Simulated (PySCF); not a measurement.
Ge3H8.

```xyz
11

Ge     1.9926     0.0000    -0.4505
Ge     0.0000     0.0000     0.9291
Ge    -1.9926     0.0000    -0.4505
H      3.2665    -0.0052     0.4146
H      2.0032    -1.2473    -1.3539
H      2.0082     1.2526    -1.3465
H      0.0002     1.2466     1.8372
H     -0.0002    -1.2466     1.8372
H     -2.0082    -1.2526    -1.3465
H     -2.0032     1.2473    -1.3539
H     -3.2665     0.0052     0.4146
```

The structure is a stationary point at PBE0-D3(BJ)/def2-SVP.

These are PBE0/pcSseg-1 (PySCF) values and carry that method's errors. Non-relativistic, no solvent.

Computed absolute GIAO shielding of each atom: isotropic value and principal components (ppm):
```json
[
 {"atom": "Ge1", "σ(iso)": "1649.5", "σ11": "1634.1", "σ22": "1640.5", "σ33": "1673.8", "span": "39.6"},
 {"atom": "Ge2", "σ(iso)": "1667.5", "σ11": "1660.0", "σ22": "1669.6", "σ33": "1672.9", "span": "12.9"},
 {"atom": "Ge3", "σ(iso)": "1649.5", "σ11": "1634.1", "σ22": "1640.5", "σ33": "1673.8", "span": "39.6"},
 {"atom": "H4", "σ(iso)": "27.4", "σ11": "20.7", "σ22": "22.0", "σ33": "39.6", "span": "19.0"},
 {"atom": "H5", "σ(iso)": "27.6", "σ11": "20.9", "σ22": "23.1", "σ33": "38.9", "span": "18.0"},
 {"atom": "H6", "σ(iso)": "27.6", "σ11": "20.9", "σ22": "23.1", "σ33": "38.9", "span": "18.0"},
 {"atom": "H7", "σ(iso)": "27.7", "σ11": "20.9", "σ22": "22.4", "σ33": "39.8", "span": "18.9"},
 {"atom": "H8", "σ(iso)": "27.7", "σ11": "20.9", "σ22": "22.4", "σ33": "39.8", "span": "18.9"},
 {"atom": "H9", "σ(iso)": "27.6", "σ11": "20.9", "σ22": "23.1", "σ33": "38.9", "span": "18.0"},
 {"atom": "H10", "σ(iso)": "27.6", "σ11": "20.9", "σ22": "23.1", "σ33": "38.9", "span": "18.0"},
 {"atom": "H11", "σ(iso)": "27.4", "σ11": "20.7", "σ22": "22.0", "σ33": "39.6", "span": "19.0"}
]
```
